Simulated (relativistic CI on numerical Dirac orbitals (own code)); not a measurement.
Slater and spin-orbit integrals, Cu XV

These numbers are calculated, not measured: Dirac-Coulomb-Breit CI, separate exchange-only KLI orbitals for each configuration, QED by a radiative potential, unscaled Slater integrals (own radial code, finite nucleus).

Slater integrals F^k, G^k are unscaled and averaged over j, outside the closed core [Ne]; ζ comes from projecting the Hamiltonian with its Breit term on Σ l·s of the shell.

- 3s2.3p3: F^2(3p,3p) = 164820, ζ(3p) = 20804 cm⁻¹; <r>(3p) = 0.6074, <r^2>(3p) = 0.4248 (bohr units).
- 3s.3p4: F^2(3p,3p) = 164640, G^1(3s,3p) = 212690, ζ(3p) = 20779 cm⁻¹; <r>(3s) = 0.6132, <r^2>(3s) = 0.4274, <r>(3p) = 0.608, <r^2>(3p) = 0.4258 (bohr units).
- 3s2.3p2.3d: F^2(3p,3p) = 164560, ζ(3p) = 20777, F^2(3p,3d) = 163840, G^1(3p,3d) = 184710, G^3(3p,3d) = 120670, ζ(3d) = 1866.9 cm⁻¹; <r>(3p) = 0.6084, <r^2>(3p) = 0.4262, <r>(3d) = 0.564, <r^2>(3d) = 0.3706 (bohr units).

Averages of the first 10 configurations, taken without configuration mixing, which lowers the lowest level and can move excited configurations by several eV; other configurations of the list can lie among them:

| Configuration | Parity | States | Average energy above the lowest level (eV) |
| --- | --- | --- | --- |
| 3s2.3p3 | odd | 20 | 12.1 |
| 3s.3p4 | even | 30 | 61.1 |
| 3s2.3p2.3d | even | 150 | 79.6 |
| 3p5 | odd | 6 | 117.3 |
| 3s.3p3.3d | odd | 400 | 125.4 |
| 3p4.3d | even | 150 | 178.4 |
| 3s.3p2.3d2 | even | 1350 | 192.1 |
| 3s2.3p2.4s | even | 30 | 231.9 |
| 3s2.3p.3d.4p | even | 360 | 317.4 |
| 3p4.4s | even | 30 | 332.4 |
